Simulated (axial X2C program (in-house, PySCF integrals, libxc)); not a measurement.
# How long does LiOs⁺ take?

A bond scan computed with an in-house all-electron X2C program for linear molecules (integrals from PySCF). Basis: Os dyall-cv3z [13s14p9d6f4g], Li dyall-cv3z [7s8p2d] (cores contracted in-house).

The run was started with this input:
```json
{"zs": [76, 3], "q": 1, "bas": ["dyall-cv3z", "dyall-cv3z"], "levels": ["PBE0", "HF", "r2SCAN"], "cc": true, "r0": 2.62, "thr": -2.0, "nmax": 90, "npts": 10, "nst": 2, "ntry": 6}
```
```bash
python so2c.py task.json out
```

Keys: zs atomic numbers; q charge; bas basis sets; levels methods; cc coupled cluster on or off; r0 starting distance in Å; thr threshold in hartree for freezing inner shells (an s shell follows its p shell); nmax most natural virtual spinors; npts points on the curve; nst determinants followed; ntry starts of the search. HF also brings MP2.

Hardware: 1 thread of Arm Neoverse V1, with other jobs on the host.

Wall time of one point of each curve, integrals apart:

```
Hamiltonian                               level  points  seconds a point
  spin-free                                PBE0       9              1.2
  spin-free                                  HF       9             0.88
  spin-free  CCSD(T) (8 electrons, 90 virtuals)       7              3.8
  spin-free                              r2SCAN       9              1.4
         2c                                PBE0       9              1.8
         2c                                  HF       9              1.8
         2c  CCSD(T) (8 electrons, 90 virtuals)       7                6
         2c                              r2SCAN       9              1.6
```

The rest:

Search with its distance optimisation 72 s, atoms 60 s, whole task 290 s. Coupled cluster runs on the points near the minimum only. The program drops outer points, and coupled cluster, when its time limit (not in the input) nears; MP2, further determinants and curves that did not converge are not in the table.
